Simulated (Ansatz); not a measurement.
`B[TeH]` + `N[SiH](F)F` → `BN[SiH](F)F` + H₂Te at 700 K and 1 bar (ligand exchange at a B–Te bond).

Gas-phase electronic energies from Ansatz, PBE0-D4/def2-TZVP geometries. CCSD(T)/CBS adds triple-zeta CCSD(T) − MP2 to the extrapolated MP2 energy (def2 sets, frozen cores). This one scheme is used for every species. Elements past krypton have def2 core potentials. For Te outer-core shells are correlated without core-valence functions, which leaves a few kJ/mol of doubt a bond. Each species was taken in one conformer, which may not be the lowest.

```json
{"species": "`B[TeH]`", "CCSD(T)/CBS energy (Eh)": "-294.31292", "H − E (kJ/mol)": "110.7", "S (J/(mol·K))": "324.5"}
{"species": "`N[SiH](F)F`", "CCSD(T)/CBS energy (Eh)": "-545.34917", "H − E (kJ/mol)": "165.4", "S (J/(mol·K))": "392.7"}
{"species": "`BN[SiH](F)F`", "CCSD(T)/CBS energy (Eh)": "-570.77155", "H − E (kJ/mol)": "212.1", "S (J/(mol·K))": "441.6"}
{"species": "H₂Te", "CCSD(T)/CBS energy (Eh)": "-268.91024", "H − E (kJ/mol)": "57.2", "S (J/(mol·K))": "261.6"}
```

H − E and S are ideal-gas, rigid-rotor, harmonic terms from PBE0-D4/def2-TZVP, for one conformer and one mirror image of each species. 1 Eh = 2625.50 kJ/mol, R = 8.31446 J/(mol·K).

Question: By hand: ΔE, ΔH, ΔS and ΔG.

Answer: ΔE = (-570.77155) + (-268.91024) − (-294.31292) − (-545.34917) = -0.01970 Eh = -51.7 kJ/mol. Δ(H − E) = 212.1 + 57.2 − 110.7 − 165.4 = -6.8, so ΔH = -58.5 kJ/mol. ΔS = 441.6 + 261.6 − 324.5 − 392.7 = -14.0 J/(mol·K). ΔG = -58.5 − 700 × (-14.0)/1000 = -48.7 kJ/mol.

Question: By hand: the equilibrium constant, and the temperature at which ΔG would vanish if ΔH and ΔS stayed fixed.

Answer: log₁₀ K = −ΔG/(RT ln 10) = 3.6. ΔG = 0 at ΔH/ΔS = 4179 K, far beyond where these terms or the molecules hold.

The number of gas molecules stays the same, so ΔS is small and ΔH decides. A doubt of 5 kJ/mol in ΔE shifts log₁₀ K by 0.4 here. Other conformers and mirror images would add mixing entropy, several J/(mol·K) or more a flexible species. Modes under 60 cm⁻¹, often nearly free rotors, make the harmonic entropy too high. These are equilibria of isolated gas molecules and say nothing of rates. Largest T1 diagnostic: 0.015 (customary marks: 0.02 for closed shells, 0.045 for open ones).
